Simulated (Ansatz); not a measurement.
The cluster Al4H5⁺, relaxed as a singlet with RKS B3LYP-D4/def2-SVP in Ansatz, starting from the GFN1-xTB geometry. Force threshold 0.02 eV/Å.

The restricted singlet is unstable towards broken spin symmetry in Hartree–Fock (as tested in another run); at B3LYP-D4/def2-SVP this wasn't settled. Another isomer (singlet) lies 0.55 eV lower at PBE0-D4/def2-TZVP; other spin states weren't run for this one.

Start:

```xyz
9

Al   -0.181   -2.189   -0.690
Al   -1.468    0.353   -1.249
Al    0.882   -2.094    1.682
Al   -0.274    1.638    0.589
H    -0.013   -0.547   -2.077
H     0.031    0.114    1.087
H     1.754   -1.814   -0.085
H    -1.244    2.477    1.406
H     0.513    2.062   -0.663
```

Question: Estimate the energy that the relaxation releases and the steps that it takes.

Answer: 2.18 eV, in 40 steps; 41 s on 4 threads of Arm Neoverse V1 on a shared host. No frequencies were taken in this run, so the end may be a saddle point.

Question: Does the start keep its bonding?

Answer: Bonds lost: Al1–Al3 (atoms count from 1). Bonds formed: Al2–H7, Al3–Al4 (atoms count from 1).

Question: Predict the relaxed structure.

Answer: 
Cartesian coordinates in Å:
```
Al -0.268 -2.630 -3.198
Al -0.236 -0.604 -1.038
Al 1.428 0.609 3.120
Al -0.240 1.219 0.847
H -0.964 -0.807 -2.537
H -0.416 0.382 2.287
H 0.473 -2.097 -1.331
H -1.143 2.484 0.587
H 1.366 1.443 1.263
```
Bond lengths (bridged metal pairs left out): 2 × Al–Al 2.62 to 2.88 Å; 5 × Al–H 1.58 to 1.68 Å.
